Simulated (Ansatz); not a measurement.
Pt₂H₂. The state is a singlet with charge 0. Geometry PBE0-D4/def2-TZVP; atoms count from 1.

| atom | x (Å) | y (Å) | z (Å) |
| --- | --- | --- | --- |
| Pt1 | 0.300 | 0.832 | -0.935 |
| Pt2 | 0.364 | -1.106 | 0.549 |
| H3 | -1.034 | -1.522 | 0.163 |
| H4 | 0.369 | 1.796 | 0.223 |

In the def2 sets Pt takes a core potential; there is no spin–orbit coupling. The structure comes from a short search, and lower isomers may exist.

Estimate the Mulliken populations from the PBE0/def2-TZVP orbitals of Ansatz.


```tsv
atom	charge (e)	d electrons
Pt1	-0.05	9.02
Pt2	-0.05	9.02
H3	0.05	–
H4	0.05	–
```
Mulliken values and Mayer orders depend strongly on the basis.

And the Mayer bond orders between bonded heavy atoms (over 0.3)?

Pt1–Pt2 1.06 (2.44 Å).
